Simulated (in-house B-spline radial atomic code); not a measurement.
Radial electron density of Dy IV (Dy3+), [Xe] 4f9. All numbers are computed (scalar-relativistic (X2C) B97-1, spin-polarised, spherical fractional occupations, exact exchange averaged over the configuration; Fermi nucleus of rms radius 5.2218 fm) with a radial B-spline atomic code at the basis-set limit, not measured.

One-electron X2C: radii and densities carry no picture-change correction, so inner-shell <1/r> comes out high (for 1s by about 2 % at Z = 33, 5 % at 54, 10 % at 75, 30 % at 118) and <r> low.

Columns: r (bohr), 4πr²n(r) (electrons per bohr), bar.

```
0.000459    2.365 #
0.000565    3.216 #
0.000695    4.354 ##
0.000855    5.876 ##
 0.00105    7.874 ###
  0.0013    10.62 ####
 0.00159    13.98 #####
 0.00196    18.46 #######
 0.00241    24.05 #########
 0.00297    31.02 ############
 0.00366    39.37 ###############
  0.0045     48.9 ##################
 0.00554    59.37 ######################
 0.00682    70.01 ##########################
 0.00839    79.63 ##############################
  0.0103     86.8 ################################
  0.0127     90.3 ##################################
  0.0156    89.29 #################################
  0.0192    84.63 ################################
  0.0237    79.19 ##############################
  0.0291    77.75 #############################
  0.0359    84.23 ###############################
  0.0441    98.05 #####################################
  0.0543    112.7 ##########################################
  0.0668    117.7 ############################################
  0.0823    108.3 ########################################
   0.101    93.47 ###################################
   0.125    88.99 #################################
   0.153     98.7 #####################################
   0.189    104.3 #######################################
   0.232     87.2 #################################
   0.286    58.17 ######################
   0.352    45.63 #################
   0.433    51.78 ###################
   0.533    53.67 ####################
   0.656    40.98 ###############
   0.807    25.19 #########
   0.993    16.14 ######
    1.22    11.97 ####
     1.5    8.191 ###
    1.85    4.227 ##
    2.28    1.529 #
     2.8   0.3776 
    3.45  0.05643 
    4.24 0.004873 
    5.22 0.0002162
```

On this grid the curve has 4 maxima, near 0.0127, 0.0668, 0.189, 0.533 bohr.

The 4f up radial function P(r) = rR(r), positive near the nucleus:

```tsv
r (bohr)	P
0.0291	0.001879
0.0441	0.007725
0.0668	0.0289
0.101	0.09442
0.153	0.2604
0.232	0.5732
0.352	0.9517
0.533	1.132
0.807	0.9613
1.22	0.5955
1.85	0.2622
2.8	0.07415
4.24	0.0102
```
